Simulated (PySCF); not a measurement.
Simulation results for CH7B2Ge

All values are calculated (PySCF 2.14.0). Calculation on a computer-drawn molecule: the log of a Hartree-Fock and frozen-core CCSD(T) single point meant for a local Hartree-Fock minimum, with one planted fault or none, to be diagnosed. Offsets are logged minus clean, where the clean run is the same molecule without the fault. The reference is restricted for singlets and unrestricted otherwise, and also for a bond in bohr or an excited solution. Adding or removing an electron swaps singlet and doublet. The excited solution moves the top pair (singlet) or top alpha electron (doublet) to the lowest empty orbital. Highest occupied and lowest empty are orbital energies over both spins, largest force is the largest gradient component, triples share is (T) over the correlation energy, the T1 limit is 0.02 restricted and 0.045 unrestricted, electrons count all cores, a negative frequency is imaginary (commonest isotopes), and the dipole is about the centre of nuclear charge; on germanium a core potential holds 10 electrons, which the energies leave out, and 3d is frozen in MP2 and coupled-cluster steps.

CH7B2Ge

Logged structure:
```xyz
11
CH7B2Ge
B      1.6108     1.0326    -1.1767
C      0.5398     1.0034    -0.2187
Ge    -0.3236    -0.9436    -0.4632
B     -1.9251    -1.0226     0.8762
H      2.4618     0.9722    -1.9835
H     -0.2689     1.7081    -0.4300
H      0.8680     1.0471     0.8232
H      0.8455    -1.8828    -0.1820
H     -0.6866    -0.9861    -1.9451
H     -2.5340    -2.0447     0.9279
H     -2.2030    -0.0785     1.5467
```

```
meant charge                                : 1
meant multiplicity                          : 1
meant basis                                 : cc-pVDZ
meant basis and core potential on germanium : cc-pVDZ-PP ECP10MDF
logged electrons                            : 54
logged basis functions                      : 100
logged SCF converged                        : yes
logged spin squared                         : 0
logged highest occupied                     : -15.611 eV
logged lowest empty                         : -3.8671 eV
logged largest force                        : 2.677e-05 hartree/bohr
logged lowest frequency                     : 45.508 cm⁻¹
logged T1 diagnostic                        : 0.013531
logged D1 diagnostic                        : 0.039695
logged triples share                        : 0.029387
logged CC converged                         : yes
logged dipole magnitude                     : 5.5627 debye
logged SCF stable within its kind           : yes
logged energy HF                            : -384.37007 hartree
logged energy CCSD(T)                       : -384.81813 hartree
possible faults                             : no fault, one electron removed, one electron added, multiplicity raised by two, geometry at a saddle point, SCF held on an excited solution, minimal basis STO-3G, one bond length entered in bohr, all coordinates scaled
planted fault                               : —
```

Drawn bonds:
```
atom  other atom  order
   1           2      1
   2           3      1
   3           4      1
   1           5      1
   2           6      1
   2           7      1
   3           8      1
   3           9      1
   4          10      1
   4          11      1
```

## Withheld values
1. CH7B2Ge: planted fault?

Answers
1. no fault

Further results for CH7B2Ge:

```
HF energy offset from clean run      : 0 kcal/mol
CCSD(T) energy offset from clean run : 0 kcal/mol
```
